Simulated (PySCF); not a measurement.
**Radial density of Kr (krypton, neutral)**

revPBE, [Ar] 3d10 4s1 4p6 4d1, high-spin 3D determinant (an excited configuration). All numbers are calculated (PySCF 2.14, a scalar-relativistic core potential, in aug-cc-pVQZ-PP with ECP10MDF (7s6p5d3f2g, 89 functions)). This is the valence pseudo-density: the core potential removes the inner electrons and smooths the orbitals near the nucleus.

```tsv
r (bohr)	4πr²ρ (e/bohr)	4πr²(ρα − ρβ)
0.000578	5.757e-05	0.0000
0.000973	0.0001616	0.0000
0.00164	0.0004476	0.0000
0.00275	0.001203	0.0001
0.00463	0.003076	0.0003
0.00778	0.007439	0.0008
0.0131	0.01620	0.0017
0.0220	0.03058	0.0031
0.0370	0.05243	0.0046
0.0623	0.1571	0.0052
0.105	1.110	0.0066
0.176	6.760	0.0247
0.297	25.02	0.1617
0.499	34.81	0.1235
0.839	10.81	0.2489
1.41	5.318	0.9511
2.37	2.282	0.3515
3.99	0.4134	0.2716
6.72	0.03418	0.0331
```

Energies and moments cover only the electrons outside the core potential. The outer electron is Rydberg-like, and this basis confines it to a smaller radius and binds it less than a complete one would. At revPBE the highest occupied level has a positive energy, so only the finite basis holds that electron; for this excited configuration the basis is too tight for the outer shell.
